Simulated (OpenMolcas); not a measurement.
**Computed levels of F II**

```
Program             : OpenMolcas 26.06
Method              : CASSCF
Basis               : ANO-RCC-VTZP [4s3p2d1f]
Scalar Hamiltonian  : DKH2, point nucleus
Active space        : 6 electrons in 8 orbitals (2s 2p 3s 3p)
State averaging     : 2S+1 = 3 even, 3 roots; 2S+1 = 1 even, 6 roots; 2S+1 = 3 odd, 3 roots; 2S+1 = 1 odd, 3 roots
Spin-orbit coupling : state interaction with AMFI integrals over the reference wave functions, term energies averaged over their components
```

Spin-free terms above the lowest, with the occupations of the reference (each correlating shell added to its valence partner):

| Configuration | Term | E (cm-1) | Occupations |
| --- | --- | --- | --- |
| 2s2 2p4 | 3P | 0.0 | 2s 2.00 2p 4.00 |
| 2s2 2p4 | 1D | 22722 | 2s 2.00 2p 4.00 |
| 2s2 2p4 | 1S | 40913 | 2s 1.93 2p 4.07 |
| 2s 2p5 | 3P* | 173517 | 2s 1.00 2p 5.00 |

With spin-orbit coupling, above the lowest level:

```
Configuration  Term  J  E (cm-1)  Measured (cm-1)  Term weight %
      2s2 2p4    3P  2       0.0              0.0            100
      2s2 2p4    3P  1       307              341            100
      2s2 2p4    3P  0       455              490            100
      2s2 2p4    1D  2     22878            20873            100
      2s2 2p4    1S  0     41073            44918            100
       2s 2p5   3P*  2    173522           164798            100
       2s 2p5   3P*  1    173820           165107            100
       2s 2p5   3P*  0    173970           165279            100
```

Against the 7 measured excited levels shown (NIST Handbook of Basic Atomic Spectroscopic Data) the mean absolute deviation is 4600 cm-1; the largest miss in energy is 2s 2p5 3P* 2: computed 173522, measured 164798 cm-1 (+5.3 %), and the largest in proportion 2s2 2p4 3P1 (-9.9 %).

Spin-orbit coupling puts the lowest level 155 cm-1 below the lowest spin-free term.

For 3P the intervals divided by the larger J are -147.7, -153.6 cm-1. Landé's interval rule makes them equal in pure LS coupling; they differ by 4 % of their mean. The multiplet is inverted.

Without dynamic correlation excited terms often stand tens of per cent too high (terms of higher spin than the ground term too low), and those without a measured partner can miss by more than the paired ones. Active for correlation alone: 3p 3s; no level in the range computed is led by a configuration that fills them, so any true level of that kind is missing. Computed and measured levels are paired by configuration, term and J; levels that our copy of the source lacks, or whose pairing is in doubt (as where it misses far off the trend of its configuration), stay unpaired and out of the deviations. Levels of configurations outside the active space are missing. The first state left out of the spin-orbit step lies near 240000 cm-1 above the lowest spin-free state of the reference (among the parities and spins computed), and the list stops at four fifths of that energy or lower.

The term weight is that of the spin-free term in the level, not the purity of its configuration. * marks odd parity.
